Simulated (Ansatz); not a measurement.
Input for Ansatz (an electronic-structure program): R-wB97X-V/def2-TZVPPD on HCl (SMILES Cl) with ghost functions, monomers drawn apart or pushed together. Files ending in .json are basis or fitting sets from the Basis Set Exchange.

Ansatz 0.2 input:
```yaml
crystal:
  periodic: [false, false, false]
  atoms:
    - {symbol: Cl, position_ang: [-0.17401669, -0.02806795, 0.46864118]}
    - {symbol: H, position_ang: [-0.20298857, 0.22866111, 1.76144123]}
basis:
  gaussian:
    orbitals: def2-TZVPPD.json
    ghost_atoms:
      - {symbol: C, position_ang: [-1.06942366, -0.53851452, 4.72088514]}
      - {symbol: O, position_ang: [-0.15315302, 0.39061601, 4.15961833]}
      - {symbol: C, position_ang: [1.17687398, 0.21027092, 4.62474179]}
      - {symbol: H, position_ang: [-1.11789389, -0.41981516, 5.80774398]}
      - {symbol: H, position_ang: [-0.78040299, -1.56779083, 4.48288749]}
      - {symbol: H, position_ang: [-2.04519450, -0.32799078, 4.28853682]}
      - {symbol: H, position_ang: [1.22789414, 0.36155156, 5.70743217]}
      - {symbol: H, position_ang: [1.79513066, 0.95260294, 4.12466497]}
      - {symbol: H, position_ang: [1.54498346, -0.79250827, 4.38283859]}
hamiltonian:
  xc: {name: wB97X-V}
scf: {lower_state_search: off}
```

It printed:

```
WARN ansatz: RAYON_NUM_THREADS=1 ignored (pool sized by the plan → 1); use --threads N
Functional definition: wB97X-V
these checks for a lower state are left out or cut short: stability, starts, cluster_reference, orbital_swaps, neighbouring_geometries, increment
integrals: 0.28 GiB planned
1192 factors; their error is unknown
integrals: 0.32 GiB planned
381 factors; integrals over basis functions are off by at most 4.0e-5 eV
mean field: 2.07 GiB planned
mean field evaluation 1: about -12537.2645 eV, gradient 1.0e1 eV
mean field evaluation 2: about -12537.5152 eV, gradient 7.1e0 eV
mean field evaluation 4: about -12537.6027 eV, gradient 1.8e-1 eV
mean field evaluation 8: about -12537.6245 eV, gradient 2.3e-2 eV
mean field -12537.62454038 eV, -460.7492035518 hartree, gradient 2.1e-6 eV, S^2 0.000000; 0 other end points of the search recorded, 0 dependent functions left out
reference -12537.62453812 eV, -460.7492034687 hartree; 9, 9 occupied and 275, 275 virtual orbitals, 1192 factors
Total energy: -12537.62453812 eV, -460.7492034687 hartree
Checks for a lower state left out: stability, starts, cluster_reference, orbital_swaps, neighbouring_geometries, increment
```

The run converged.

Cost: about 10 core-seconds (a rough figure).
